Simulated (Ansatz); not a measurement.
One change: `BS[SiH2]C` becomes `C[SiH2]SS`.

Ansatz, PBE0-D4/def2-TZVP geometries, multiplicity 1. Each molecule was computed in one conformer, which needn't be the lowest.

```tsv
property	`BS[SiH2]C`
ideal-gas entropy at 298 K and 1 bar (rigid rotor, harmonic PBE0-D4/def2-TZVP) / J/(mol·K)	346
HOMO–LUMO gap (B3LYP/def2-TZVPP) / eV	6.24
HOMO–LUMO gap (PBE/def2-TZVPP) / eV	4.61
size of the dipole moment (ωB97M-V/def2-TZVPP) / D	1.69
LUMO energy (ωB97M-V/def2-TZVPP) / eV	0.53
size of the dipole moment (B3LYP/def2-TZVPP) / D	1.70
```

**Question.** What does the change do to each property? (Estimate.)

**Answer.** Ansatz gave: 
```csv
property,`C[SiH2]SS`,shift
"ideal-gas entropy at 298 K and 1 bar (rigid rotor, harmonic PBE0-D4/def2-TZVP) / J/(mol·K)",351,5
HOMO–LUMO gap (B3LYP/def2-TZVPP) / eV,5.65,-0.59
HOMO–LUMO gap (PBE/def2-TZVPP) / eV,3.93,-0.68
size of the dipole moment (ωB97M-V/def2-TZVPP) / D,1.43,-0.26
LUMO energy (ωB97M-V/def2-TZVPP) / eV,1.01,0.48
size of the dipole moment (B3LYP/def2-TZVPP) / D,1.41,-0.29
```

With PBE0 the HOMO rises by 0.90 eV and the LUMO rises by 0.35 eV, so the gap narrows by about 0.55 eV. PBE moves the HOMO by 0.99 eV and ωB97M-V by 0.91 eV. The zero-point energy changes by -30.6 kJ/mol with -3 modes. Dipoles are sizes alone; their direction can turn. Modes under 60 cm⁻¹, often nearly free rotors, make the harmonic entropy too high.

B3LYP here is the variant with VWN-RPA as its local correlation; programs differ in this.
